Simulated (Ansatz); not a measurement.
C₂H₅ClSi, SMILES `ClC1C[SiH2]1`. Charge 0, multiplicity 1.

```xyz
9

Cl   -1.086   -2.088    0.301
C     0.012   -0.731    0.535
C    -0.574    0.677    0.395
Si    0.697    0.248   -0.883
H     0.628   -0.893    1.414
H    -1.605    0.713    0.057
H    -0.372    1.364    1.211
H     0.229   -0.076   -2.244
H     2.070    0.786   -0.785
```

(1) What are the harmonic wavenumbers in cm⁻¹ at PBE0-D4/def2-TZVP (Ansatz, finite differences of forces, unscaled)? (Estimate.)

(2) Is this a minimum?

(3) Give the ideal-gas thermochemistry at 298.15 K and 1 bar (rigid rotor, harmonic oscillator; point group C1, symmetry number 1).

(4) And at 400, 500, 600, 800 and 1000 K?

## Answers

(1) Computed: 163, 314, 443, 506, 629, 650, 673, 750, 815, 903, 945, 998, 1045, 1102, 1256, 1410, 2263, 2293, 3135, 3173, 3218.

(2) Yes, all 21 modes are real.

(3) Zero-point energy 159.6 kJ/mol; H(298) − E = 175.6 kJ/mol; entropy 305.0 J/(mol·K), of which translation 165.3, rotation 108.6, vibration 31.0; G(298) − E = 84.6 kJ/mol.

(4) 
```
T (K)  H − E (kJ/mol)  S (J/mol/K)  G − E (kJ/mol)
  400           185.4        333.2            52.1
  500           196.8        358.6            17.5
  600           209.6        382.0           -19.5
  800           238.3        423.1          -100.2
 1000           270.0        458.4          -188.4
```
